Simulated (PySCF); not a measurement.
Computed properties of C₆H₄N₂OSe, SMILES c1c[se]c(-c2nnco2)c1

C₆H₄N₂OSe, SMILES c1c[se]c(-c2nnco2)c1. Geometry optimised at B3LYP-D3(BJ)/def2-SVP. This is a generated structure with no PubChem entry under its InChIKey; it may be hypothetical. One conformer was computed; it need not be the lowest. All values are computed for the isolated molecule unless a solvent is named; none is compared with measurement here.

**Structure.** The optimised structure has Cs symmetry. All 36 harmonic modes at B3LYP-D3(BJ)/def2-SVP (PySCF) are real, so it is a minimum. With heavy atoms numbered as in [cH:1]1[cH:2][se:3][c:4](-[c:5]2[n:6][n:7][cH:8][o:9]2)[cH:10]1, the shortest bond between them is N7–C8 at 1.291 Å and the longest Se3–C4 at 1.883 Å.

**Vibrations.** The strongest infrared lines (harmonic, unscaled, degenerate partners summed) lie at 1634 cm⁻¹ (102 km/mol, C 91 %), 706 cm⁻¹ (60 km/mol, H 83 %, C 15 %), 1565 cm⁻¹ (32 km/mol, C 76 %, N 16 %). The softest mode is at 56 cm⁻¹ and the zero-point energy is 58.3 kcal/mol.

**Electronic structure.** HF/def2-SVP (PySCF) places the frontier levels at -8.81 and 1.53 eV, a gap of 10.34 eV, and gives a dipole moment of 3.58 D and a mean polarisability of 93.1 bohr³. PBE/def2-SVP (PySCF) at the same geometry gives -5.81 and -2.53 eV, so its gap is 7.06 eV narrower. An orbital gap is neither the optical nor the fundamental gap.

**Excitations.** TDA-B3LYP/def2-SVPD (PySCF) has S1 at 4.53 eV (274 nm, f = 0.436, bright); the most intense of the 6 singlets computed lies at 4.53 eV (f = 0.44). T1 (TDA) is at 2.83 eV, 1.70 eV under S1. TDA-PBE/def2-SVPD (PySCF) puts S1 at 3.83 eV. No vertical singlet excitation falls in the visible range (under 3.1 eV).

**NMR.** GIAO shifts at PBE0/pcSseg-1 (PySCF) (non-relativistic, atoms alike by connectivity averaged): ¹³C from 137.9 to 170.1 ppm against TMS; ¹H from 7.6 to 8.7 ppm against TMS.
